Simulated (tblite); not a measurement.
F4MoO, charge +1, doublet, at a GFN2-xTB geometry (such geometries of metal compounds can be far from the true shape) (the multiplicity is a formal guess); GFN1-xTB with ALPB(water) (tblite).

tblite was given this input:
```
$ tblite run mol.xyz --method gfn1 --charge 1 --spin 1 --alpb water --json tblite.json --no-restart

# file mol.xyz
6

Mo     0.04700380    -0.02591911     0.04429024
O      1.17771435    -0.64942219     1.10972418
F     -1.15193834     0.63520863    -1.08543623
F      0.02490160     1.54359112     0.78829207
F      1.03547356    -0.29290642    -1.35893280
F     -1.17464510    -1.18767329     0.46296766
```

What the program printed (banner, timings and long lists left out):

```
xTB calculator
 | screened Coulomb repulsion
 | Coulomb electrostatics
 |  * isotropic Klopman-Ohno-Mataga-Nishimoto electrostatics
 |  * onsite third-order electrostatics
 | DFT-D3(BJ) dispersion correction
 | Interactions (3)
 | [1] alpb/gbsa reaction field model
 | [2] cds contribution to solvation
 | [3] empirical free energy shift and standard state/solvent correction

halogen bonding energy    0.0000000000000E+00 Eh
repulsion energy          6.4878487935720E-02 Eh
dispersion energy        -1.6222176003378E-03 Eh
interaction energy        6.9258771569233E-03 Eh
number of electrons       3.9000000000000E+01 e
integral cutoff           4.0000000000000E+01 bohr

------------------------------------------------------------
  cycle        total energy    energy error   density error
------------------------------------------------------------
      1     -26.25404658030  -2.6324229E+01   1.3498498E+00
      2     -26.82430677486  -5.7026019E-01   5.2284875E-01
      3     -26.63253856578   1.9176821E-01   3.9455595E-01
      4     -26.90860002926  -2.7606146E-01   1.8003908E-01
      5     -26.92574364309  -1.7143614E-02   1.1803800E-01
      6     -26.93642135646  -1.0677713E-02   6.0485459E-02
      7     -26.93941568047  -2.9943240E-03   1.7816587E-02
      8     -26.93763151403   1.7841664E-03   3.1343344E-02
      9     -26.93974455994  -2.1130459E-03   7.3940066E-03
     10     -26.93982343508  -7.8875144E-05   3.7750427E-03
     11     -26.93983848365  -1.5048571E-05   8.7830645E-04
     12     -26.93983836662   1.1702661E-07   8.5438134E-04
     13     -26.93983936953  -1.0029011E-06   4.7858523E-04
     14     -26.93983977292  -4.0339856E-07   1.2520119E-04
     15     -26.93983980473  -3.1806621E-08   2.3738146E-05
     16     -26.93983980588  -1.1503722E-09   2.8336449E-06
------------------------------------------------------------

electronic energy        -2.7010021953373E+01 Eh
total energy             -2.6939839805881E+01 Eh

Post processing:
 | Mayer-Wiberg bond orders

[Info] JSON dump of results written to 'tblite.json'
```
